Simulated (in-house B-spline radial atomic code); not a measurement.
Orbital energies and mean radii along the 10-electron series, configuration [He] 2s2 2p6. The effective charge is n√(-2ε), a non-relativistic measure. Computed with a radial B-spline atomic code at the basis-set limit: non-relativistic Hartree-Fock, average of the configuration, point nuclei.

This level leaves out relativity, spin-orbit splitting included, which matters for heavy ions.

| ion | Z | energy of 1s (Eh) | mean radius of 1s (bohr) | energy of 2s (Eh) | mean radius of 2s (bohr) | energy of 2p (Eh) | mean radius of 2p (bohr) | effective charge of 1s |
| --- | --- | --- | --- | --- | --- | --- | --- | --- |
| Tm59+ | 69 | -2219.43 | 0.021948 | -499.76 | 0.09131 | -486.67 | 0.077324 | 66.625 |
| Yb60+ | 70 | ? | ? | ? | ? | ? | ? | ? |
| Lu61+ | 71 | -2354.57 | 0.021324 | -531.89 | 0.088613 | -518.4 | 0.075003 | 68.623 |
| Hf62+ | 72 | -2423.64 | 0.021025 | -548.34 | 0.087323 | -534.64 | 0.073894 | 69.622 |
| Ta63+ | 73 | -2493.71 | 0.020735 | -565.03 | 0.08607 | -551.12 | 0.072817 | 70.622 |
| W64+ | 74 | -2564.78 | 0.020452 | -581.97 | 0.084853 | -567.86 | 0.071771 | 71.621 |
| Re65+ | 75 | -2636.85 | 0.020177 | -599.16 | 0.083669 | -584.85 | 0.070755 | 72.62 |
| Os66+ | 76 | -2709.92 | 0.01991 | -616.6 | 0.082519 | -602.09 | 0.069767 | 73.62 |
| Ir67+ | 77 | -2783.99 | 0.019649 | -634.29 | 0.081399 | -619.58 | 0.068807 | 74.619 |
| Pt68+ | 78 | ? | ? | ? | ? | ? | ? | ? |
| Au69+ | 79 | -2935.13 | 0.019147 | -670.43 | 0.079249 | -655.3 | 0.066963 | 76.618 |
| Hg70+ | 80 | ? | ? | ? | ? | ? | ? | ? |
| Tl71+ | 81 | -3090.27 | 0.018671 | -707.56 | 0.077209 | -692.03 | 0.065215 | 78.616 |

Task: Fill in the row of Yb60+.

Result: energy of 1s (Eh): -2286.5; mean radius of 1s (bohr): 0.021632; energy of 2s (Eh): -515.7; mean radius of 2s (bohr): 0.089941; energy of 2p (Eh): -502.41; mean radius of 2p (bohr): 0.076146; effective charge of 1s: 67.624.

Task: Fill in the row of Pt68+.

Result: energy of 1s (Eh): -2859.06; mean radius of 1s (bohr): 0.019395; energy of 2s (Eh): -652.24; mean radius of 2s (bohr): 0.080309; energy of 2p (Eh): -637.32; mean radius of 2p (bohr): 0.067872; effective charge of 1s: 75.618.

Task: Fill in the row of Hg70+.

Result: energy of 1s (Eh): -3012.2; mean radius of 1s (bohr): 0.018906; energy of 2s (Eh): -688.87; mean radius of 2s (bohr): 0.078215; energy of 2p (Eh): -673.54; mean radius of 2p (bohr): 0.066077; effective charge of 1s: 77.617.

Task: How does the screening of 1s change?

Result: Z less the effective charge goes from 2.38 at Z = 69 to 2.38 at Z = 81.
